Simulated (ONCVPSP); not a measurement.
**P (Z = 15): one change to an ONCV potential, before and after**

ONCVPSP 4.0.1 input, shortened (lines: element, Z, core and valence counts, functional; n l f; lmax; l rc ep ncon nbas qcut; lloc lpopt rc5 dvloc0; l nproj debl; icmod fcfact rcfact), PBE, scalar-relativistic:

```
  P 15.00    3    2        4      upf
    1    0    2.00
    2    0    2.00
    2    1    6.00
    3    0    2.00
    3    1    1.00
    2
    0    1.65    0.00    4    8    5.10
    1    1.45    0.00    4    7    5.60
    2    1.45    0.29    4    8    6.90
    4    5    1.20    0.00
    0    2    2.70
    1    2    3.50
    2    2    1.40
    0    0.00    0.00
```

In the d channel the program set the typed energies aside and used 0.050, 1.450 Ha.

All-electron outer shells of the reference configuration (PBE, scalar-relativistic, ld1.x):

| shell | level (eV) | outermost node (bohr) | outermost maximum (bohr) |
| --- | --- | --- | --- |
| 2s | -197.53 | 0.14 | 0.42 |
| 2p | -148.09 | – | 0.36 |
| 3s | -33.96 | 0.65 | 1.52 |
| 3p | -24.28 | 0.63 | 1.68 |

Change: p: rc 1.78.

Cutoffs: the cutoffs (Ha) at which the residual kinetic energy of the hardest occupied pseudo-wave falls to 1 and 0.1 mHa per electron; they do not see the model core or the augmentation charge, which bear on the density cutoff. Errors are all-electron minus pseudo energies relative to the spin-unpolarised reference configuration.

Question: How do hardness, ghosts and transferability respond?

Answer: The potential gets softer (11 Ha and 20 Ha → 11 Ha and 14 Ha); of the 4 tests that both files solve, the error grows in 2 and shrinks in 0 by more than 15 % and 0.3 meV (median size 3.2 → 4.0 meV); neither file shows a bound ghost. A larger radius leaves more room for a smooth pseudo-wave, so fewer plane waves are needed.

| quantity | base | changed |
| --- | --- | --- |
| cutoff, loose | 11 Ha | 11 Ha |
| cutoff, tight | 20 Ha | 14 Ha |
| loose cutoff by channel | s 11 Ha, p 5.9 Ha | s 11 Ha, p 8.3 Ha |
| bound ghosts | none | none |
| GHOST(+) flags under 300 eV | s at 118.4 eV | s at 118.4 eV |
| error for 3s2 3p3, meV [ΔE -28.88 eV] | +3.1 | +3.9 |
| error for 3s2 3p2, meV [ΔE -19.15 eV] | +2.7 | +3.1 |
| error for 3s2 3p0, meV [ΔE 29.74 eV] | +8.4 | +9.0 |
| error for 3s2 3p2.5, meV [ΔE -25.10 eV] | +3.4 | +4.0 |
| s: phases at 1.68 bohr within 0.05 rad from the reference energy up to (Ha; the scan ends near 5) | 3.4 | 3.4 |
| d: phases at 1.47 bohr within 0.05 rad from the reference energy up to (Ha; the scan ends near 5) | to the end of the scan | to the end of the scan |
